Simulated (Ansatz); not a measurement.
Geometry optimisation, RHF/def2-SVP in Ansatz.

input.yaml

```yaml
crystal:
  periodic: [false, false, false]
  atoms:
    - { symbol: Ga, position_ang: [0.0, 0.0, 0.0] }
    - { symbol: O, position_ang: [0.0, 0.0, 2.14] }
    - { symbol: H, position_ang: [-0.9095, -0.2814, 2.4771] }
    - { symbol: Cl, position_ang: [1.9398, 0.0, -1.12] }
    - { symbol: Cl, position_ang: [-1.9398, 0.0, -1.12] }
    - { symbol: O, position_ang: [0.4457, 1.9326, 0.659] }
    - { symbol: Si, position_ang: [1.641, 2.3186, 1.7747] }
    - { symbol: H, position_ang: [2.367, 1.1086, 2.1493] }
    - { symbol: H, position_ang: [2.5685, 3.2783, 1.1829] }
    - { symbol: H, position_ang: [1.0276, 2.9048, 2.9629] }
    - { symbol: H, position_ang: [0.2813, 1.2198, 1.7667] }
basis:
  gaussian: { orbitals: def2-SVP }
hamiltonian:
  xc: hf
relax:
  f_tol: 0.15
  max_steps: 25
  restrain:
    - { distance: [0, 5], at: 2.99, k: 30.0 }
    - { distance: [10, 1], at: 2.21, k: 30.0 }
    - { distance: [0, 1], at: 1.79, k: 30.0 }
    - { distance: [10, 5], at: 1.01, k: 30.0 }
output:
  orbitals: {}
```

Run as:

```bash
$ ansatz run input.yaml --threads 4 --pin off --max-ram 5120MiB --backend cpu --events-out ev --progress --plain --runs-dir out
```

Where does it end, and by what steps?

The forces met the threshold. The restraints hold the end off the free minimum; the threshold counts their pulls, which the force column leaves out. Restrained pairs: Ga1–O6 (2.09 → 2.98 Å), O2–H11 (1.31 → 2.21 Å), Ga1–O2 (2.14 → 1.78 Å), O6–H11 (1.33 → 0.97 Å). After 16 steps the energy has fallen by 2.993 eV (the restraints' own energy left out); O2 moved furthest, 1.09 Å.

```json
{"step": "0", "energy less start (eV)": "0.0000", "largest force component (eV/Å)": "3.473", "accepted": "yes"}
{"step": "1", "energy less start (eV)": "-0.4677", "largest force component (eV/Å)": "4.370", "accepted": "yes"}
{"step": "2", "energy less start (eV)": "-1.0298", "largest force component (eV/Å)": "2.895", "accepted": "yes"}
{"step": "3", "energy less start (eV)": "-1.6747", "largest force component (eV/Å)": "2.204", "accepted": "yes"}
{"step": "4", "energy less start (eV)": "-2.3261", "largest force component (eV/Å)": "1.824", "accepted": "yes"}
{"step": "5", "energy less start (eV)": "-2.6561", "largest force component (eV/Å)": "1.636", "accepted": "yes"}
{"step": "6", "energy less start (eV)": "-2.7991", "largest force component (eV/Å)": "1.125", "accepted": "yes"}
{"step": "7", "energy less start (eV)": "-2.8027", "largest force component (eV/Å)": "1.532", "accepted": "yes"}
{"step": "8", "energy less start (eV)": "-2.9158", "largest force component (eV/Å)": "0.968", "accepted": "yes"}
{"step": "9", "energy less start (eV)": "-2.9517", "largest force component (eV/Å)": "1.011", "accepted": "yes"}
{"step": "10", "energy less start (eV)": "-2.9552", "largest force component (eV/Å)": "0.878", "accepted": "no"}
{"step": "11", "energy less start (eV)": "-2.9696", "largest force component (eV/Å)": "1.043", "accepted": "yes"}
{"step": "12", "energy less start (eV)": "-2.9782", "largest force component (eV/Å)": "1.074", "accepted": "yes"}
{"step": "13", "energy less start (eV)": "-2.9823", "largest force component (eV/Å)": "1.040", "accepted": "yes"}
{"step": "14", "energy less start (eV)": "-2.9843", "largest force component (eV/Å)": "1.208", "accepted": "yes"}
{"step": "15", "energy less start (eV)": "-2.9880", "largest force component (eV/Å)": "1.187", "accepted": "yes"}
{"step": "16", "energy less start (eV)": "-2.9926", "largest force component (eV/Å)": "1.101", "accepted": "yes"}
```

```xyz
11
Properties=species:S:1:pos:R:3
Ga -0.229 -0.409 -0.107
O -0.640 -0.704 1.600
H -1.555 -0.766 1.835
Cl 1.753 -0.832 -0.762
Cl -1.763 0.167 -1.479
O 0.577 1.917 1.567
Si 1.955 2.775 1.936
H 3.090 1.857 2.181
H 2.234 3.643 0.778
H 1.745 3.600 3.147
H 0.255 1.232 2.177
```

Time of the run: 15 s on 4 threads of AMD EPYC 9R45 96-Core Processor (Zen 5) (shared host), peak memory 0.42 GiB.
